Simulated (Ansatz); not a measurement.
Ansatz (a quantum-chemistry and plane-wave program) input for YI2, SMILES [I][Y][I] (connectivity only; charge and spin as stated), neutral, multiplicity 2, PBE-D3(BJ)/def2-SVP. 

Ansatz 0.2 input:
```yaml
crystal:
  periodic: [false, false, false]
  atoms:
    - {symbol: Y, position_ang: [0.00000000, 0.00000000, 0.92153488]}
    - {symbol: I, position_ang: [0.00000000, -2.49963324, -0.33905528]}
    - {symbol: I, position_ang: [0.00000000, 2.49963324, -0.33905528]}
basis:
  gaussian:
    orbitals: def2-SVP
hamiltonian:
  xc: pbe
  dispersion: d3bj
magnetization: {spin_polarized: true, initial_magnetization: 1}
relax: {f_tol: 0.002, max_steps: 200}
```

Output:

```
WARN ansatz: RAYON_NUM_THREADS=1 ignored (pool sized by the plan → 1); use --threads N
Functional definition: PBE
integrals: 0.03 GiB planned
921 factors; their error is unknown
mean field: 0.27 GiB planned
mean field evaluation 1: about -17246.1462 eV, gradient 9.8e0 eV
mean field evaluation 2: about -17246.0563 eV, gradient 1.2e1 eV
mean field evaluation 4: about -17246.9096 eV, gradient 1.8e0 eV
mean field evaluation 8: about -17246.9305 eV, gradient 1.9e-2 eV
mean field evaluation 16: about -17246.9305 eV, gradient 5.1e-5 eV
mean field evaluation 32: about -17246.1568 eV, gradient 3.5e0 eV
mean field -17246.93050804 eV, -633.8130057812 hartree, gradient 3.0e-6 eV, S^2 0.751869; 8 other end points of the search recorded, 0 dependent functions left out
the calculation of the forces begins
reference -17246.93055109 eV, -633.8130073632 hartree; 31, 30 occupied and 52, 53 virtual orbitals, 921 factors
relax step   1: F+E_penalty+E_count = -17247.04500646 eV  Δ(F+E_penalty+E_count) = +0.000e0 eV  max|allowed force component| = 3.028e-2 eV/Å  Δτ_max = 0.0000 Å  (177 SCF iters, accepted)
these checks for a lower state are left out or cut short: starts, cluster_reference, orbital_swaps, neighbouring_geometries, increment
integrals: 0.03 GiB planned
921 factors; their error is unknown
mean field: 0.27 GiB planned
mean field evaluation 64: about -17246.9364 eV, gradient 2.5e-1 eV
mean field -17246.93049507 eV, -633.8130053046 hartree, gradient 2.4e-5 eV, S^2 0.751862; 0 other end points of the search recorded, 0 dependent functions left out
the calculation of the forces begins
reference -17246.93053813 eV, -633.8130068870 hartree; 31, 30 occupied and 52, 53 virtual orbitals, 921 factors
relax step   2: F+E_penalty+E_count = -17247.04510663 eV  Δ(F+E_penalty+E_count) = -1.002e-4 eV  max|allowed force component| = 8.649e-3 eV/Å  Δτ_max = 0.0034 Å  (35 SCF iters, accepted)
these checks for a lower state are left out or cut short: starts, cluster_reference, orbital_swaps, neighbouring_geometries, increment
integrals: 0.03 GiB planned
921 factors; their error is unknown
mean field: 0.27 GiB planned
mean field -17246.93053836 eV, -633.8130068953 hartree, gradient 1.7e-5 eV, S^2 0.751864; 0 other end points of the search recorded, 0 dependent functions left out
the calculation of the forces begins
reference -17246.93058142 eV, -633.8130084776 hartree; 31, 30 occupied and 52, 53 virtual orbitals, 921 factors
relax step   3: F+E_penalty+E_count = -17247.04511697 eV  Δ(F+E_penalty+E_count) = -1.034e-5 eV  max|allowed force component| = 3.770e-4 eV/Å  Δτ_max = 0.0010 Å  (26 SCF iters, accepted)
integrals: 0.03 GiB planned
921 factors; their error is unknown
mean field: 0.27 GiB planned
mean field evaluation 96: about -17246.9305 eV, gradient 4.3e-5 eV
mean field evaluation 128: about -17246.8292 eV, gradient 1.1e0 eV
mean field -17246.93053836 eV, -633.8130068953 hartree, gradient 1.7e-5 eV, S^2 0.751864; 9 other end points of the search recorded, 0 dependent functions left out
the calculation of the forces begins
reference -17246.93058142 eV, -633.8130084776 hartree; 31, 30 occupied and 52, 53 virtual orbitals, 921 factors
Total energy: -17247.04516003 eV, -633.8172191640 hartree
Atom 0 at    -0.000000    -0.000000     0.919300 Å, force     0.000000     0.000000    -0.000377 eV/Å
Atom 1 at     0.000000    -2.497451    -0.337938 Å, force    -0.000000    -0.000150     0.000188 eV/Å
Atom 2 at    -0.000000     2.497451    -0.337938 Å, force     0.000000     0.000150     0.000188 eV/Å
Dipole moment:     0.000000    -0.000000     0.626135 e Å
```

The calculation finished and met its thresholds.
